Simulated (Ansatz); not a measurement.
Molecule: MgO (charge 0, singlet). 
Coordinates optimised at B3LYP-D3(BJ)/def2-TZVP (Ansatz, an electronic-structure program):
SMILES: [O]=[Mg]
```xyz
2

Mg     0.0000     0.0000    -0.6958
O      0.0000     0.0000     1.0436
```

Basis-set convergence of Hartree-Fock and CCSD correlation energies (hartree) with Ansatz. Correlated levels leave the core frozen unless marked. No spin-orbit coupling. Non-relativistic.

The Hartree-Fock reference is unstable (checked in the largest basis), which strains HF and MP2. The T1 diagnostic of CCSD in the largest basis is 0.049, which is high, so the coupled-cluster rows are less sure than usual.

```json
[
 {"basis": "def2-SVP", "functions": "32", "E(HF)": "-274.20298", "E(corr, CCSD)": "-0.25466"},
 {"basis": "def2-TZVPP", "functions": "63", "E(HF)": "-274.37483", "E(corr, CCSD)": "-0.30320"},
 {"basis": "def2-QZVPP", "functions": "120", "E(HF)": "-274.38906", "E(corr, CCSD)": "-0.32164"}
]
```

Extrapolating the two largest sets (X = 3 and 4) as X^-3: E(corr) = (64·(-0.32164) - 27·(-0.30320))/37 = -0.3351 Eh, an estimate of the basis-set limit. The largest set recovers 96.0 % of it, the smallest 76.0 %.
